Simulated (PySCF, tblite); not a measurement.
Compound: C6H10ClFSi.
Z-matrix (Å and degrees, GFN2-xTB geometry), rows numbered from 1:
```
C 
C   1  1.3181
F   2  1.3549  1  119.67
C   2  1.4995  1  127.87  3  -178.29
C   4  1.5039  2  109.71  1   101.62
Cl  5  1.7402  4  113.24  2   -71.69
C   5  1.3264  4  125.80  2   106.27
C   7  1.4808  5  125.95  4  -176.87
Si  8  1.9172  7  110.22  5    93.86
H   1  1.0751  2  121.33  3    -0.10
H   1  1.0730  2  120.85  3   179.74
H   4  1.0903  2  109.16  1   -19.18
H   4  1.0918  2  109.16  1  -138.90
H   7  1.0813  5  117.63  4     0.53
H   8  1.0895  7  110.25  5   -26.60
H   8  1.0899  7  109.81  5  -145.43
H   9  1.4640  8  107.55  7  -176.82
H   9  1.4605  8  109.14  7   -56.44
H   9  1.4632  8  108.68  7    63.99
```

Theory: PBE0/pcSseg-1 in PySCF (dipole) on a GFN2-xTB geometry, gas phase.

Masses are those of the commonest isotopes; rigid-rotor values at the optimised geometry. The values belong to one conformer with, in the numbering `[CH2:1]=[C:2]([F:3])[CH2:4]/[C:5]([Cl:6])=[CH:7]/[CH2:8][SiH3:9]`, C1–C2–C4–C5 102°, C2–C4–C5–Cl6 -72°, C5–C7–C8–Si9 94°.

What are A, B and C (MHz)?

Ia = 315.92, Ib = 743.79, Ic = 872.05 u·Å²; 505379 MHz·u·Å²/I gives A = 1600, B = 679.5, C = 579.5 MHz.

What kind of rotor is it?

An asymmetric top: κ = (2 × 679.5 − 1600 − 579.5)/(1600 − 579.5) = -0.80.

Is it planar, by Δ = Ic − Ia − Ib?

Not planar: Δ = Ic − Ia − Ib = -187.67 u·Å². For a rigid frame Δ = −2 Σ m c², so Σ m c² = 93.84 u·Å² lies off the ab plane: 19.91 from hydrogen and 73.93 from heavier atoms. The atom farthest from that plane is 2.01 Å away.

Give the other two planar moments, Paa and Pbb, and the rms extents of the mass along the axes.

Paa = Σ m a² = (Ib + Ic − Ia)/2 = 649.96 and Pbb = Σ m b² = (Ia + Ic − Ib)/2 = 222.09 u·Å². With the mass M = 164.02 u, the rms extents √(P/M) along a, b and c are 1.99, 1.16, 0.76 Å.

Which lines would a microwave search look for?

The dipole components are |μa| = 0.07 D, |μb| = 0.43 D, |μc| = 1.40 D. Intensities carry the squares of the components, which stand as 0.00 : 0.09 : 1.00 (a : b : c). Some lines, for components of 0.1 D or more:

| type | branch | J(Ka,Kc) | MHz | lower level (cm⁻¹) |
| --- | --- | --- | --- | --- |
| c | Q | 3(1,3) ← 3(0,3) | 704 | 0.251 |
| b | Q | 1(1,0) ← 1(0,1) | 1020 | 0.042 |
| b | R | 3(1,2) ← 2(2,1) | 1161 | 0.255 |
| b | R | 1(1,1) ← 0(0,0) | 2179 | 0.000 |
| c | R | 2(1,1) ← 1(0,1) | 3638 | 0.042 |
| b | R | 3(1,3) ← 2(0,2) | 4450 | 0.126 |
| c | Q | 3(3,1) ← 3(2,1) | 4817 | 0.383 |
| b | Q | 3(3,1) ← 3(2,2) | 4856 | 0.381 |
| c | R | 3(1,2) ← 2(0,2) | 5050 | 0.126 |
| b | R | 2(2,1) ← 1(1,0) | 5379 | 0.076 |
| c | R | 2(2,0) ← 1(1,0) | 5386 | 0.076 |
| c | R | 3(2,1) ← 2(1,1) | 6576 | 0.163 |
| b | R | 3(2,1) ← 2(1,2) | 6876 | 0.153 |

Estimate the classical rotational partition function at 10 K, 25 K and 500 K.

Point group C1, symmetry number σ = 1; q = (√π/σ)·√((kT/h)³/(ABC)), k/h = 20836.6 MHz/K: 6720 at 10 K, 26600 at 25 K, 2370000 at 500 K.

Its GFN2-xTB frequencies are all real (lowest 26 cm⁻¹). No vibrational averaging or centrifugal distortion is included, and the geometry carries the error of its method. A rigid rotor knows nothing of internal rotation, which can split or shift real lines. Quadrupole hyperfine structure (35Cl) is left out.

The run took 83 s of wall time on Arm Neoverse N1, one thread, no GPU (shared host), and the process peaked at 1.1 GiB of memory. This is the PBE0/pcSseg-1 job that gave the dipole, with the shieldings it also computed.
